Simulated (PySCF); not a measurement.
# SiF4: tetrahedral to square-planar path

These are results of PBE0/[Si def2-SVP, F def2-SVP], no relativity, density fitting, PySCF, not measurements.

Rigid scan from the singlet minimum (Si–F 1.586 Å (×4); F–Si–F 109.5° (×6)). Coordinate: D2d path, angle between each bond and the S4 axis (54.74 tetrahedral, 90 square planar), bonds fixed. Energies in kJ/mol from the minimum.

Task: Predict the curve at 45.0, 50.0, 54.7, 60.0, 66.0, 72.0, 78.0, 84.0, 90.0.

Result: 
| angle of the bonds to the S4 axis (°) | E (kJ/mol) |
| --- | --- |
| 45.0 | 79.0 |
| 50.0 | 16.6 |
| 54.7 | 0.0 |
| 60.0 | 16.1 |
| 66.0 | 62.3 |
| 72.0 | 123.1 |
| 78.0 | 184.4 |
| 84.0 | 230.2 |
| 90.0 | 247.3 |

With the bonds held, the square planar shape lies 247.3 kJ/mol from the minimum.

Other isomers or separated fragments may lie lower.

The scan took 6.3 s on 2 threads of a shared Intel Xeon 6975P-C (Granite Rapids) host; the process peaked at 1 GiB. Launch command: `OMP_NUM_THREADS=2 python axn.py task.json out`.
